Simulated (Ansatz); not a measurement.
Cost and result for the atomization energy of C$_{2}$H$_{4}$FIn, SMILES `[F][In]1[CH2][CH2]1` (8 atoms, 8 bonds).

Total charge 0; spin multiplicity 1. Correlated methods include outer-core shells of In, which these sets cover unevenly. In takes the def2 core potential. All single points use the PBE0-D4/def2-TZVP geometry. Program: Ansatz. All runs use 2 threads of an Arm Neoverse V2 on a shared host. Times are those of one run each, without the atoms' runs, and a repeat can differ threefold. Electronic energies, without spin–orbit coupling; frozen cores. CCSD(T)/CBS adds CCSD(T) − MP2 in def2-TZVPP to the MP2 limit, and its time is that of the two runs behind it. T1 = 0.015; the RHF reference is unstable towards UHF. With those shells the extrapolation isn't a true limit. B3LYP takes the VWN-RPA correlation (the form of Gaussian; ORCA's B3LYP/G). HSE06 is the plane-wave form, built on full-range PBE exchange.

CCSD(T)/CBS is a level of theory with its own doubt, some kJ/mol a heavy atom from the limit and from the frozen cores, so smaller differences don't rank the functionals.

| level | functions | wall time |
| --- | --- | --- |
| BLYP-D4/def2-TZVPP | 199 | 2.1 s |
| revPBE-D4/def2-TZVPP | 199 | 2.3 s |
| HSE06-D4/def2-TZVPP | 199 | 3.1 s |
| CAM-B3LYP-D4/def2-TZVPP | 199 | 3.5 s |
| B3LYP-D4/def2-TZVPP (with forces) | 199 | 4.7 s |
| r2SCANh-D4/def2-TZVPP | 199 | 5.5 s |
| CCSD(T)/def2-SVP | 88 | 5.5 s |
| ωB97X-V/def2-TZVPP | 199 | 9 s |
| B97M-V/def2-TZVPP | 199 | 12 s |
| ωB97M-V/def2-TZVPP (with forces) | 199 | 13 s |
| MP2/def2-QZVPP | 373 | 23 s |
| CCSD(T)/def2-TZVPP | 199 | 120 s |
| CCSD(T)/CBS(def2) | – | 2.3 min |

Task: What atomization energy does each give, and how far from CCSD(T)/CBS? (Estimate.)

Result: The calculation gave: 
```
                            level  atomization (kJ/mol)  difference from CCSD(T)/CBS  per bond
               BLYP-D4/def2-TZVPP                2626.7                        -38.8      -4.9
             revPBE-D4/def2-TZVPP                2634.7                        -30.8      -3.9
              HSE06-D4/def2-TZVPP                2652.9                        -12.6      -1.6
          CAM-B3LYP-D4/def2-TZVPP                2642.5                        -23.0      -2.9
B3LYP-D4/def2-TZVPP (with forces)                2620.4                        -45.1      -5.6
            r2SCANh-D4/def2-TZVPP                2633.0                        -32.5      -4.1
                 CCSD(T)/def2-SVP                2492.2                       -173.3     -21.7
               ωB97X-V/def2-TZVPP                2654.5                        -11.0      -1.4
                B97M-V/def2-TZVPP                2651.8                        -13.7      -1.7
 ωB97M-V/def2-TZVPP (with forces)                2650.2                        -15.3      -1.9
                   MP2/def2-QZVPP                2687.9                         22.4       2.8
               CCSD(T)/def2-TZVPP                2588.2                        -77.3      -9.7
                CCSD(T)/CBS(def2)                2665.5                          0.0       0.0
```

At CCSD(T), def2-SVP lies −173.3 kJ/mol from the extrapolated value and def2-TZVPP −77.3 kJ/mol: correlation converges slowly with the basis, and small sets miss more of it in the bonded molecule than in its fragments. Leaving LDA and LC-ωPBE aside and taking each functional with its dispersion term where it has one, the values, not all of them listed here, spread over 190.7 kJ/mol, from BHLYP-D4 to PBE-D4. LDA lies +378.3 kJ/mol from PBE without D4, its usual overbinding. The D4 term adds +20.9 kJ/mol with B3LYP and +10.7 kJ/mol with PBE0; it sums over pairs of atoms, weighted by their polarisabilities, and B3LYP, whose exchange is more repulsive, gets the larger term.

Spin–orbit coupling would lower the free In atoms strongly, and the atomization energy with them, by more than many differences here.
